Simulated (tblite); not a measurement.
Species: C2H5FO4Si2.
Numbering: `[O:1]=[C:2]([OH:3])[C@@H:4]1[O:5][Si@H:6]([F:7])[O:8][SiH2:9]1` (hydrogens: H10 on O3; H11 on C4; H12 on Si6; H13, H14 on Si9)

Computed with GFN2-xTB (tblite), gas phase: L-BFGS steps from a force-field or distance-geometry start until the largest atomic force falls under 0.01 eV/Å.

Step 24: E = -857.5114 eV
```
atom  x, y, z in Å  |  force x, y, z in eV/Å
O1     -2.5406    0.4614    0.2205    0.027  -0.119   0.082
C2     -1.4399    0.7951    0.5858   -0.055   0.134  -0.108
O3     -1.1269    2.0632    0.8421    0.030  -0.032  -0.084
C4     -0.2963   -0.1691    0.7564   -0.172   0.216   0.070
O5      0.9429    0.5124    0.7067   -0.026  -0.115   0.024
Si6     1.9671    0.0974   -0.4704    0.039   0.009   0.071
F7      2.1300    1.2733   -1.5371    0.025  -0.019   0.018
O8      1.1825   -1.1318   -1.2075    0.026   0.053   0.000
Si9    -0.2964   -1.5152   -0.6359    0.022   0.029  -0.079
H10    -1.8721    2.6558    0.6409    0.041  -0.112   0.055
H11    -0.4142   -0.6182    1.7494    0.073   0.026   0.024
H12     3.2243   -0.3391    0.0620    0.071   0.001  -0.052
H13    -0.1987   -2.8451   -0.0600   -0.031  -0.058   0.034
H14    -1.2626   -1.2405   -1.6750   -0.071  -0.012  -0.053
```

Step 25: E = -857.5160 eV
```
atom  x, y, z in Å  |  force x, y, z in eV/Å
O1     -2.5520    0.4407    0.2703    0.081  -0.047   0.090
C2     -1.4431    0.7927    0.5950   -0.126   0.063  -0.088
O3     -1.1273    2.0666    0.8104    0.045  -0.019  -0.093
C4     -0.2946   -0.1632    0.7565   -0.134   0.139   0.044
O5      0.9432    0.5164    0.7012   -0.003  -0.060   0.050
Si6     1.9730    0.0985   -0.4703    0.032   0.003   0.079
F7      2.1540    1.2814   -1.5292    0.011  -0.093   0.061
O8      1.1794   -1.1271   -1.2065    0.059   0.097  -0.045
Si9    -0.3019   -1.5059   -0.6389    0.044  -0.009  -0.081
H10    -1.8753    2.6559    0.6133    0.010  -0.105   0.053
H11    -0.4027   -0.6299    1.7422    0.057   0.064   0.043
H12     3.2210   -0.3521    0.0791    0.031   0.021  -0.092
H13    -0.1940   -2.8420   -0.0793   -0.047  -0.056   0.049
H14    -1.2804   -1.2326   -1.6661   -0.062   0.003  -0.071
```

Step 26: E = -857.5195 eV
```
atom  x, y, z in Å  |  force x, y, z in eV/Å
O1     -2.5565    0.4292    0.2972    0.005  -0.005   0.060
C2     -1.4454    0.7940    0.5977   -0.077  -0.029  -0.027
O3     -1.1272    2.0685    0.7916    0.063   0.028  -0.090
C4     -0.2963   -0.1568    0.7564   -0.032  -0.001  -0.004
O5      0.9442    0.5159    0.6997    0.010   0.008   0.072
Si6     1.9778    0.0989   -0.4682    0.009  -0.004   0.076
F7      2.1663    1.2854   -1.5230    0.006  -0.119   0.075
O8      1.1793   -1.1242   -1.2050    0.051   0.103  -0.067
Si9    -0.3045   -1.5007   -0.6419    0.043  -0.028  -0.062
H10    -1.8782    2.6540    0.6017   -0.034  -0.057   0.040
H11    -0.3961   -0.6350    1.7374    0.023   0.090   0.048
H12     3.2228   -0.3574    0.0852    0.017   0.028  -0.102
H13    -0.1942   -2.8410   -0.0887   -0.052  -0.024   0.044
H14    -1.2925   -1.2311   -1.6624   -0.033   0.012  -0.066
```

Step 27: E = -857.5223 eV
```
atom  x, y, z in Å  |  force x, y, z in eV/Å
O1     -2.5641    0.4175    0.3273    0.062   0.082   0.070
C2     -1.4491    0.7930    0.6025   -0.084  -0.066   0.004
O3     -1.1255    2.0704    0.7716    0.013  -0.036  -0.111
C4     -0.2981   -0.1524    0.7575    0.061  -0.110  -0.037
O5      0.9435    0.5180    0.6986    0.005   0.045   0.082
Si6     1.9806    0.0996   -0.4651    0.003  -0.009   0.075
F7      2.1798    1.2860   -1.5175    0.006  -0.114   0.074
O8      1.1789   -1.1174   -1.2085    0.014   0.084  -0.062
Si9    -0.3050   -1.4966   -0.6459    0.029  -0.033  -0.048
H10    -1.8799    2.6508    0.5861   -0.064  -0.009   0.034
H11    -0.3875   -0.6386    1.7358   -0.013   0.104   0.037
H12     3.2210   -0.3649    0.0926    0.015   0.031  -0.103
H13    -0.1926   -2.8413   -0.0976   -0.054   0.024   0.029
H14    -1.3027   -1.2246   -1.6595    0.008   0.006  -0.043
```

**Question.** Estimate the geometry and energy of step 28. (The exact step hangs on the optimiser's Hessian estimate; all steps are aligned on step 27, rigid shifts and turns removed.)

**Answer.** E = -857.5254 eV, largest force 0.274 eV/Å
```
atom  x, y, z in Å  |  force x, y, z in eV/Å
O1     -2.5654    0.4143    0.3396   -0.149   0.052   0.019
C2     -1.4517    0.7947    0.6015    0.125  -0.125   0.064
O3     -1.1241    2.0703    0.7588    0.006   0.039  -0.094
C4     -0.3008   -0.1488    0.7570    0.151  -0.216  -0.076
O5      0.9445    0.5157    0.7024    0.008   0.088   0.075
Si6     1.9840    0.0994   -0.4591   -0.050  -0.021   0.064
F7      2.1841    1.2830   -1.5114    0.019  -0.049   0.030
O8      1.1808   -1.1119   -1.2098   -0.034   0.036  -0.058
Si9    -0.3038   -1.4955   -0.6511    0.001  -0.016  -0.004
H10    -1.8837    2.6465    0.5860   -0.081   0.041   0.018
H11    -0.3840   -0.6355    1.7351   -0.061   0.085   0.038
H12     3.2263   -0.3647    0.0884    0.050   0.009  -0.065
H13    -0.1973   -2.8419   -0.0985   -0.045   0.074   0.003
H14    -1.3095   -1.2260   -1.6611    0.059   0.002  -0.013
```

The energy changes by -0.0031 eV. The first-order estimate −F·Δx gives -0.0051 eV and the mean of the old and new forces, exact on a quadratic surface, -0.0031 eV. The step makes an angle of 60° with the force vector and moves no atom by more than 0.013 Å.

The cost below is that of the whole relaxation. On one thread of an Arm Neoverse N1, shared host with 64 logical CPUs at a one-minute load of 60, this took 1.4 s wall.
